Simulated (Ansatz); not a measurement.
`C[SiH](S)Br` and `C[SiH](S)[SiH2][AlH2]` differ in one atom or group.

Ansatz, PBE0-D4/def2-TZVP geometries, multiplicity 1. Each molecule was computed in one conformer, which needn't be the lowest. `C[SiH](S)[SiH2][AlH2]` holds a close contact that its SMILES doesn't draw: Al···S 2.52 Å.

Scalar relativity is left out up to krypton. Spin–orbit coupling is left out; it splits and shifts lone-pair levels of the heavy atoms by tenths of an eV.

```
                                        property  `C[SiH](S)Br`
  zero-point energy (PBE0-D4/def2-TZVP) / kJ/mol          148.8
size of the dipole moment (B3LYP/def2-TZVPP) / D           1.98
           HOMO–LUMO gap (B3LYP/def2-TZVPP) / eV           7.13
               HOMO energy (PBE/def2-TZVPP) / eV          -6.43
            HOMO–LUMO gap (PBE0/def2-TZVPP) / eV           7.62
              HOMO energy (PBE0/def2-TZVPP) / eV          -7.66
```

Give the same properties after the change, and the shifts. (Estimate.)

Ansatz gave: 
```
                                        property  `C[SiH](S)[SiH2][AlH2]`  shift
  zero-point energy (PBE0-D4/def2-TZVP) / kJ/mol                    228.9   80.1
size of the dipole moment (B3LYP/def2-TZVPP) / D                     3.42   1.44
           HOMO–LUMO gap (B3LYP/def2-TZVPP) / eV                     5.76  -1.37
               HOMO energy (PBE/def2-TZVPP) / eV                    -5.80   0.63
            HOMO–LUMO gap (PBE0/def2-TZVPP) / eV                     6.10  -1.52
              HOMO energy (PBE0/def2-TZVPP) / eV                    -6.80   0.86
```

With PBE0 the HOMO rises by 0.86 eV and the LUMO falls by 0.65 eV, so the gap narrows by about 1.51 eV. PBE moves the HOMO by 0.63 eV and ωB97M-V by 1.10 eV. The zero-point energy changes by 80.1 kJ/mol with +15 modes. Dipoles are sizes alone; their direction can turn.

Positive LUMOs are unbound, so they and the gaps depend on the basis.

B3LYP here is the variant with VWN-RPA as its local correlation; programs differ in this.
